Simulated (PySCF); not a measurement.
**BiI3 relaxed at several levels**

Computed with PySCF 2.14.0, def2-SVP on the ligands, density fitting, scalar-relativistic core potentials, no spin-orbit coupling, vacuum. Each row is relaxed at its own level from the same template. Distances are means of the shortest metal–ligand contacts, charges and spins Mulliken's; removal energies are rigid, with the ligand's formal charge and no counterpoise, so too large; for an anion taken off a cation in vacuum most of it is the attraction of opposite charges, and multiply charged cations can part far more cheaply with an electron moved from ligand to metal.

```csv
level,basis on the metal,point group,M–I (Å),charge on M (e),dipole (D),HOMO–LUMO gap (eV),removal of one I (eV),"strongest infrared band, degenerate modes summed (cm⁻¹)",unstable modes (below −25 cm⁻¹)
r2SCAN,def2-SVP with ECP60,C3v,2.835,0.56,2.83,2.99,7.23,–,not given
```

What does the calculation give for B3LYP, def2-SVP with ECP60?

point group: C3v, M–I (Å): 2.858, charge on M (e): 0.57, dipole (D): 2.83, HOMO–LUMO gap (eV): 3.78, removal of one I (eV): 7.07, strongest infrared band, degenerate modes summed (cm⁻¹): 161, unstable modes (below −25 cm⁻¹): 0.
```xyz
4

Bi    0.0000    0.0000    0.8583
I     2.5562    0.0000   -0.4199
I    -1.2781    2.2137   -0.4199
I    -1.2781   -2.2137   -0.4199
```

Released from the template's symmetry along a force that breaks it: r2SCAN. One start shape was tried for each, so a minimum needn't be the lowest isomer.
